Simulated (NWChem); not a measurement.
Species: GaNH3OF; SMILES [F][Ga]([OH])[NH2]

```xyz
7

Ga    -0.0175    -0.0122    -0.0356
F      1.5039    -0.8835     0.0319
O     -1.5035    -0.9754     0.0180
H     -1.3382    -1.9212     0.0882
N      0.0032     1.7765    -0.0998
H     -0.8322     2.3254    -0.2536
H      0.8542     2.3034    -0.2436
```
Atoms are numbered in this order, from 1.

Level: PBE0/def2-SVP (NWChem), optimised geometry, unscaled harmonic frequencies. 

```json
[
 {"frequency (cm⁻¹)": "122", "IR intensity (km/mol)": "172.0"},
 {"frequency (cm⁻¹)": "162", "IR intensity (km/mol)": "1.7"},
 {"frequency (cm⁻¹)": "187", "IR intensity (km/mol)": "37.7"},
 {"frequency (cm⁻¹)": "218", "IR intensity (km/mol)": "10.0"},
 {"frequency (cm⁻¹)": "305", "IR intensity (km/mol)": "107.8"},
 {"frequency (cm⁻¹)": "361", "IR intensity (km/mol)": "44.0"},
 {"frequency (cm⁻¹)": "672", "IR intensity (km/mol)": "8.8"},
 {"frequency (cm⁻¹)": "727", "IR intensity (km/mol)": "22.1"},
 {"frequency (cm⁻¹)": "751", "IR intensity (km/mol)": "67.6"},
 {"frequency (cm⁻¹)": "776", "IR intensity (km/mol)": "118.7"},
 {"frequency (cm⁻¹)": "840", "IR intensity (km/mol)": "109.9"},
 {"frequency (cm⁻¹)": "1512", "IR intensity (km/mol)": "27.9"},
 {"frequency (cm⁻¹)": "3639", "IR intensity (km/mol)": "43.2"},
 {"frequency (cm⁻¹)": "3753", "IR intensity (km/mol)": "56.0"},
 {"frequency (cm⁻¹)": "3916", "IR intensity (km/mol)": "86.1"}
]
```

```
Property                                                                           Result
-----------------------------------------------------------------------  ----------------
zero-point energy                                                           25.6 kcal/mol
thermal correction to the enthalpy at 298.15 K (with zero-point energy)     30.3 kcal/mol
heat capacity Cv                                                         20.4 cal/(mol K)
entropy at 298.15 K and 1 atm (symmetry number 1)                        79.4 cal/(mol K)
dipole moment                                                                      1.48 D
```

Rigid rotor and harmonic oscillator.
